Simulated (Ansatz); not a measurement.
```yaml
atoms:
  - { symbol: H, position_ang: [-1.4152, 1.0973, -0.3498] }
  - { symbol: H, position_ang: [-1.7804, 1.3592, 0.2543] }
  - { symbol: H, position_ang: [-0.2859, 0.2880, -2.2175] }
  - { symbol: H, position_ang: [-0.6512, 0.5498, -1.6133] }
  - { symbol: H, position_ang: [-1.3841, -1.0314, 0.5915] }
  - { symbol: H, position_ang: [-1.7494, -0.7696, 1.1956] }
  - { symbol: H, position_ang: [-0.2548, -1.8407, -1.2762] }
  - { symbol: H, position_ang: [-0.6201, -1.5789, -0.6721] }
  - { symbol: H, position_ang: [0.6201, 1.5789, 0.6721] }
  - { symbol: H, position_ang: [0.2548, 1.8407, 1.2762] }
  - { symbol: H, position_ang: [1.7494, 0.7696, -1.1956] }
  - { symbol: H, position_ang: [1.3841, 1.0314, -0.5915] }
  - { symbol: H, position_ang: [0.6512, -0.5498, 1.6133] }
  - { symbol: H, position_ang: [0.2859, -0.2880, 2.2175] }
  - { symbol: H, position_ang: [1.7804, -1.3592, -0.2543] }
  - { symbol: H, position_ang: [1.4152, -1.0973, 0.3498] }
```

Basis set: 6-31G* (spherical functions). All electrons are correlated. Charge 0, multiplicity 1.

Computed with Ansatz (development build ahead of 0.2.0); each method stands on the lowest determinant of its kind that the runs found. Restricted open shells among the atoms or ions are ROHF, correlated in semicanonical orbitals with singles.

The atomization energy at this shape (free ground-state atoms in the same class of orbitals less the molecule, no zero-point energy) of singlet H16:

```tsv
method	atomization energy
RHF-MP2	30.58 eV
```

Task: What does RHF give?

Result: 26.63 eV.
